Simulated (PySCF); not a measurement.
Ge(H)(Cl)(Me)2, SMILES [CH3][GeH]([CH3])[Cl] (C2H7ClGe) at its PBE0/def2-SVP optimised geometry (Å):

```
11

Ge    -0.8761    -0.1995     0.0000
C     -1.6326    -1.2823    -1.4251
C      1.0670    -0.1995     0.0000
Cl    -1.5135    -1.0928     1.8861
H     -1.4498     1.2309     0.0000
H     -1.3639    -0.8592    -2.4052
H     -2.7280    -1.3134    -1.3418
H     -1.2451    -2.3094    -1.3640
H      1.4498     0.3622     0.8636
H      1.4455     0.2677    -0.9222
H      1.4437    -1.2309     0.0553
```

Computed with PBE0/def2-TZVP (PySCF). Cells within 0.4 Å of a nucleus heavier than hydrogen are left out (blank, or x).

Map of the HOMO amplitude (bohr^(-3/2)) on the plane z = 0.0 Å; orbital energy -8.28 eV, overall sign arbitrary:

```
|6666666666666666666666666666666|
|6666666666666666666666666666666|
|6666666666666666666666666666666|
|6666666666666666666666666666666|
|6666666666666666666666666666666|
|6666666666666666666666666666666|
|6666666666665555556666666666666|
|6666666666555555555666666666666|
|6666666666555555555666666666666|
|6666666666555555555566666666666|
|6666666666555555555566666666666|
|6666666666555544445566666666666|
|6666666666555444444567777666666|
|6666666666654433333467877766666|
|6666666777655432212478887766666|
|6666666777xxx632100xxx988776666|
|6666667777xxx73210xxxx988776666|
|5566667777xxx642100xx9987766666|
|5556666777766543222357877766666|
|5555666777776544333457777666666|
|5555566677776655444566776666666|
|5555566667766655555566666666666|
|5555556666666665555566666666666|
|5555555666666666555666666666666|
|5555555566666666666666666666666|
|5555555556666666666666666666666|
|5555555556666666666666666666666|
|5555555555666666666666666666666|
|6555555555666666666666666666666|
|6665555556666666666666666666666|
|6666666666666666666666666666666|
```
Scale: ten equal steps from -0.148 (start of '0') to 0.095 (end of '9'), in the order '0123456789'; x runs from -3.50 to 3.50, y from -3.50 (bottom) to 3.50 (top).
